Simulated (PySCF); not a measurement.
These 3 structures share the formula C4H11AsGe. Computed with PBE0-D3(BJ)/def2-SVP geometry optimisation, gas phase in PySCF 2.14.0. One conformer each; no zero-point energy, no entropy. No frequencies were run at this level. Point groups hold within 0.08 Å.

**Question.** Order them by energy at this level, lowest first, and give relative energies in kJ/mol.
A. `[CH3:1][C@@H:2]1[CH2:3][CH2:4][Ge@H:5]1[AsH2:6]` with C4–Ge5–As6–H 65° and 157°, C1–C2–C3–C4 -150°, C2–C3–C4–Ge5 24°, C3–C4–Ge5–As6 -139°, C1–C2–Ge5–C4 140°
B. `[CH2:1]=[C:2]([CH3:3])[GeH2:4][AsH:5][CH3:6]` with C1–C2–Ge4–As5 111°, C2–Ge4–As5–C6 -67°
C. `[CH2:1]=[CH:2][CH2:3][CH2:4][AsH:5][GeH3:6]` with C1–C2–C3–C4 -119°, C2–C3–C4–As5 -63°, C3–C4–As5–Ge6 -168°

**Answer.** A (0.0), B (26.2), C (56.7).

As drawn, the lowest has a four-membered ring, which the highest lacks; the highest has a C=C bond outside aromatic rings, which the lowest lacks.

```tsv
SMILES	E (Eh)	E rel (kJ/mol)	dipole (D)	point group	A, B, C (MHz)
C[C@@H]1C[CH2][Ge@H]1[AsH2]	-4470.55274	0.0	1.01	C1	3155, 809.3, 715.0
C=[C](C)[GeH2][AsH]C	-4470.54276	26.2	0.93	C1	2238, 905.6, 844.4
C=CCC[AsH][GeH3]	-4470.53115	56.7	1.01	C1	4408, 546.7, 518.6
```
